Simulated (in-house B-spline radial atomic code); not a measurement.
Whole-atom quantities along the 20-electron series, configuration 1s2 2s2 2p6 3s2 3p6 3d3/2(2). Breit and QED terms are first order and not part of the total energy; the density at the nucleus is averaged over the nuclear charge. Computed with a B-spline radial code for spherical atoms: Dirac-Hartree-Fock, jj configuration that fills j = l - 1/2 first, finite nuclei.

```csv
ion,Z,E/Z² (Eh),Σ<r²> (bohr²),n(0)/Z³ (bohr⁻³),Lamb diamagnetic shielding (ppm),repulsion over attraction,Breit energy (eV),self-energy (eV),vacuum polarisation (eV)
Ag27+,47,-2.19,1.3768,1.3551,4075.41,0.080399,92.11,73.128,-8.9171
Cd28+,48,-2.2006,1.3033,1.3903,4179.99,0.078797,98.712,78.742,-9.7505
In29+,49,-2.211,1.2353,1.4295,4285.29,0.07725,105.63,84.668,-10.646
Sn30+,50,-2.2212,1.1724,1.469,4391.34,0.075757,112.88,90.918,-11.606
Sb31+,51,-2.2312,1.1141,1.5107,4498.14,0.074313,120.47,97.504,-12.636
Te32+,52,-2.2411,1.0599,1.5523,4605.74,0.072918,128.4,104.44,-13.738
I33+,53,-2.2508,1.0095,1.5987,4714.17,0.071567,136.68,111.74,-14.919
Xe34+,54,-2.2603,0.96243,1.6456,4823.45,0.07026,145.33,119.41,-16.181
Cs35+,55,-2.2697,0.91848,1.6956,4933.61,0.068994,154.35,127.48,-17.531
Ba36+,56,-2.279,0.87738,1.7469,5044.68,0.067767,163.75,135.96,-18.972
La37+,57,-2.2882,0.83886,1.8016,5156.7,0.066577,173.55,144.85,-20.51
Ce38+,58,-2.2973,0.80273,1.8586,5269.7,0.065422,183.74,154.19,-22.151
Pr39+,59,-2.3062,0.76878,1.9187,5383.72,0.064301,194.35,163.98,-23.902
```

**Question.** With what power of Z does the column «Breit energy (eV)» change over this range?

**Answer.** A fit of the logarithm of its size against log Z from Z = 47 to 59 has slope 3.28.
